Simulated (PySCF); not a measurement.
Assigning NMR signals

Numbering as in the mapped SMILES `[CH2:1]=[C:2]([F:3])[Si:4]1([CH2:5][O:6][CH3:7])[SiH2:8][O:9][SiH2:10]1` (H(Xn): hydrogen on atom n). Ha(C1) is cis to F3; Hb(C1) is trans to F3.

Equivalent nuclei averaged, gas phase, one conformer, no relativistic terms. σ from GIAO-PBE0/pcSseg-1; structure optimised with GFN2-xTB; PySCF 2.14.

Shifts are taken against calculated references (same method and geometry level): $^{13}$C (σref 186.93) and $^{1}$H (σref 31.72) vs TMS.

(1) Assign these signals to the numbered atoms. $^{13}$C{$^{1}$H} NMR (computed): δ 179.5 (C), 117.4 (CH2), 66.4 (CH2), 65.3 (CH3).

(2) Assign these signals to the numbered atoms. $^{1}$H NMR (300 MHz, computed): δ 6.00 (m, 1H), 5.96 (m, 2H), 5.88 (m, 2H), 5.43 (m, 1H), 3.66 (s, 2H), 3.61 (s, 3H).

Answers

(1) 
```tsv
δ (ppm)	atoms	environment	reason
179.5	C2	fully substituted alkene carbon	–
117.4	C1	terminal =CH2 carbon	an sp2 carbon of a C=C bond
66.4	C5	sp3 CH2 bonded to O and Si	pulled downfield by the heteroatom
65.3	C7	methyl carbon bonded to O	the inductive effect lowers its shielding
```

C5 and C7 lie closer than the usual error of such a calculation, so a measured spectrum could show them in the other order.

(2) 
| δ (ppm) | atoms | environment | reason |
| --- | --- | --- | --- |
| 6.00 | Ha(C1) | hydrogen on a terminal =CH2 carbon | attached to an sp2 carbon and in the plane of the double bond |
| 5.96 | Ha(Si8)/Hb(Si10) | hydrogen on a silicon bonded to O, Si, in a 4-membered ring | – |
| 5.88 | Hb(Si8)/Ha(Si10) | hydrogen on a silicon bonded to O, Si, in a 4-membered ring | – |
| 5.43 | Hb(C1) | hydrogen on a terminal =CH2 carbon | a vinylic proton, deshielded by the sp2 carbon and the C=C anisotropy |
| 3.66 | H(C5) | hydrogen on an sp3 CH2 bonded to O and Si | its carbon carries O, which withdraws density |
| 3.61 | H(C7) | hydrogen on a methyl carbon bonded to O | its carbon carries O, hence the downfield position |

Ha(C1) and Ha(Si8)/Hb(Si10); Ha(Si8)/Hb(Si10) and Hb(Si8)/Ha(Si10); H(C5) and H(C7) lie closer than the usual error of such a calculation, so a measured spectrum could show them in the other order.

Splittings by $^{19}$F in the carbon and heteronuclear signals aren't shown, as no couplings were computed. Shifts are as computed. Against solution values, carbons near 30 ppm lie about +3 ppm off and those near 130 ppm about +5 ppm. Of 1211 compounds with measured shifts, 218 miss one by over three times the rms of a fit or turn the order of signals round; such compounds aren't used in these exercises. No couplings were computed; multiplicities are counted from neighbouring protons, with m where these are inequivalent, close in shift, in a saturated or five-membered ring or joined by F or P, and br s for small geminal =CH2 splittings.
